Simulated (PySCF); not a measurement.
One of the candidates below gave these computed data.

- Dipole: 1.48 D [PBE0/pcSseg-1]
- 1H NMR: chemical shifts (computed TMS as zero) by class: 2.73 (2 H), 2.14 (1 H), 1.79 (2 H), 1.45 (2 H), 0.23 (9 H) ppm [GIAO PBE0/pcSseg-1]
- NMR, other nuclei: isotropic shieldings of nuclei other than C and H, by class: 348 (1 Si), 465 (1 P), 497 (1 P) ppm [GIAO PBE0/pcSseg-1]
- 13C NMR: chemical shifts (computed TMS as zero) by class: 26.0 (1 C), 21.1 (1 C), 1.8 (3 C) ppm [GIAO PBE0/pcSseg-1]
- Rotational structure: rotational constants A, B, C: 1.829, 0.554, 0.508 GHz [GFN2-xTB]

Electronic properties: PySCF, gas phase, density fitting. Levels stand in brackets. Isolated species at its GFN2-xTB geometry (one conformer only). GFN2-xTB frequencies show an imaginary mode (66i cm⁻¹), so this geometry is no minimum at that level. NMR classes are plain means over equivalent atoms (diastereotopic ones count apart unless rotation or inversion swaps them), as if these changed places fast.

Task: Which candidate is it?
A. `C[SiH](C)P(C)CCP`
B. `C[Si](C)(C)PCCP`
C. `C=C[SiH2]P([SiH3])[SiH2]C[SiH3]`
D. `CC#C[SiH2]CC[SiH3]`

Result: B. It is `C[Si](C)(C)PCCP`. Numbering: `[CH3:1][Si:2]([CH3:3])([CH3:4])[PH:5][CH2:6][CH2:7][PH2:8]`. 5 carbons fall into 3 classes; from least to most shielded: sp3 carbon bound to phosphorus [C7] (26.0 ppm), sp3 carbon bound to phosphorus [C6] (21.1 ppm), Si-methyl carbon [C1/C3/C4] (1.8 ppm, 3 C, up to 6.0 ppm apart in this geometry). Hydrogen classes from least to most shielded: 2 H on a phosphine phosphorus, P8 (2.73 ppm, a mean of values up to 0.5 ppm apart in this geometry), 1 H on a three-coordinate phosphorus, P5 (2.14 ppm), 2 H on an sp3 carbon bound to phosphorus, C7 (1.79 ppm, a mean of values up to 0.7 ppm apart in this geometry), 2 H on an sp3 carbon bound to phosphorus, C6 (1.45 ppm), 9 H on 3 Si-methyl carbons, C1/C3/C4 (0.23 ppm). The other shieldings belong to: 348 ppm, four-coordinate silicon [Si2]; 465 ppm, three-coordinate phosphorus [P5]; 497 ppm, phosphine phosphorus [P8]. The optimised geometry has point group C1 and is an asymmetric top.

The others, at the same levels:
- `C[SiH](C)P(C)CCP` fails: it has 4 carbon classes against 3; its computed 13C shifts are 32.9 (1 C), 14.7 (1 C), 7.8 (1 C), -2.6 (2 C) ppm, 1H shifts are 4.42 (1 H), 2.74 (2 H), 1.93 (2 H), 1.90 (2 H), 1.01 (3 H), 0.22 (6 H) ppm and rotational constant A is 1.578 GHz (against 1.829 GHz).
- `C=C[SiH2]P([SiH3])[SiH2]C[SiH3]` fails: it has 15 hydrogens where the 1H data count 16; its computed 13C shifts are 144.4 (1 C), 143.8 (1 C), -8.6 (1 C) ppm, 1H shifts are 6.59 (1 H), 6.44 (1 H), 6.30 (1 H), 4.72 (2 H), 4.44 (2 H), 4.04 (3 H), 3.91 (3 H), 0.19 (2 H) ppm and rotational constant A is 0.937 GHz (against 1.829 GHz).
- `CC#C[SiH2]CC[SiH3]` fails: it has 12 hydrogens where the 1H data count 16; its computed 13C shifts are 114.6 (1 C), 81.7 (1 C), 11.4 (1 C), 6.1 (1 C), 5.7 (1 C) ppm, 1H shifts are 4.44 (2 H), 3.87 (3 H), 2.11 (3 H), 0.94 (2 H), 0.70 (2 H) ppm and rotational constant A is 2.424 GHz (against 1.829 GHz).

Each candidate is one conformer, not necessarily the lowest. The conformers computed, where there is a choice (atom-mapped SMILES and torsion angles):
- `[CH3:1][Si:2]([CH3:3])([CH3:4])[PH:5][CH2:6][CH2:7][PH2:8]`: C1–Si2–P5–C6 -83°, Si2–P5–C6–C7 60°, P5–C6–C7–P8 180°, H–P8–C7–C6 -165°, H–P8–C7–C6 -72°
- `[CH3:1][SiH:2]([CH3:3])[P:4]([CH3:5])[CH2:6][CH2:7][PH2:8]`: C1–Si2–P4–C5 -168°, Si2–P4–C6–C7 -85°, P4–C6–C7–P8 -39°, H–P8–C7–C6 97°, H–P8–C7–C6 -171°
- `[CH2:1]=[CH:2][SiH2:3][P:4]([SiH3:5])[SiH2:6][CH2:7][SiH3:8]`: C1–C2–Si3–P4 -117°, C2–Si3–P4–Si5 179°, Si3–P4–Si6–C7 -78°, P4–Si6–C7–Si8 -179°
- `[CH3:1][C:2]#[C:3][SiH2:4][CH2:5][CH2:6][SiH3:7]`: C3–Si4–C5–C6 -57°, Si4–C5–C6–Si7 180°
